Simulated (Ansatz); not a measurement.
Input file:

```yaml
crystal:
  periodic: [false, false, false]
  atoms:
    - { symbol: Si, position_ang: [-0.175752, -0.130492, -0.083829] }
    - { symbol: H, position_ang: [-0.525402, -0.140682, 1.381035] }
    - { symbol: H, position_ang: [1.273121, 0.227418, -0.231895] }
    - { symbol: O, position_ang: [-1.050588, 1.067784, -0.861589] }
    - { symbol: Si, position_ang: [-2.585608, 1.713153, -0.860865] }
    - { symbol: H, position_ang: [-3.110875, 1.86786, 0.540404] }
    - { symbol: H, position_ang: [-2.530381, 3.058493, -1.517409] }
    - { symbol: H, position_ang: [-3.542073, 0.840037, -1.625085] }
    - { symbol: C, position_ang: [-0.506187, -1.828449, -0.827257] }
    - { symbol: H, position_ang: [-1.563268, -2.12325, -0.713011] }
    - { symbol: H, position_ang: [-0.259337, -1.848767, -1.902091] }
    - { symbol: H, position_ang: [0.11355, -2.590203, -0.321508] }
basis:
  gaussian: { orbitals: "6-31G*" }
hamiltonian:
  xc: pbe
md:
  timestep: 4.0
  n_steps: 40
  ensemble: nvt_langevin
  temperature: 300.0
  initial_velocities: maxwell_boltzmann
  seed: 98002
  friction: 0.01
```

Command:

```bash
$ ansatz run input.yaml --threads 1 --pin off --max-ram 2048MiB --backend cpu --events-out ev --progress --plain --runs-dir out
```

Hardware: 1 thread of AMD EPYC 7R43 64-Core Processor (Zen 3), on a shared host.

Question: Roughly how long does this run take, and how much memory?

Answer: 20 min, with a peak of 0.2 GiB, for 41 ionic steps.
